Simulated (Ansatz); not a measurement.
Gas-phase electronic energies from Ansatz, PBE0-D4/def2-TZVP geometries. CBS: MP2 limit from def2 TZ/QZ plus the TZ coupled-cluster correction, frozen cores. DFT in def2-TZVPP. One conformer a species, not always the lowest.

`BC(=N)F` + `CC#CBO` → `BC#CBO` + `CC(=N)F`  (formal exchange of groups at a B–C bond)

```tsv
level	ΔE (kcal/mol)
LDA (SPW92)	-15.4
B97M-V	-17.2
r2SCAN0	-16.1
CCSD/def2-SVP	-14.4
```

(1) What does CCSD(T)/CBS give? (An estimate is asked.)

Largest T1 diagnostic among the species: 0.016.

## Answers

(1) Computed: -14.5 kcal/mol. The listed levels differ from it by -0.9, -2.7, -1.6, 0.1 kcal/mol.

Leaving LDA and LC-ωPBE aside and taking each functional with its dispersion term where it has one, the values, not all of them listed here, spread over 2.6 kcal/mol, from B97M-V to ωB97X-V. In def2-TZVPP, CCSD(T) changes the Hartree–Fock value by +1.5 kcal/mol (the triples alone add +0.0 kcal/mol) and MP2 by +2.0 kcal/mol.
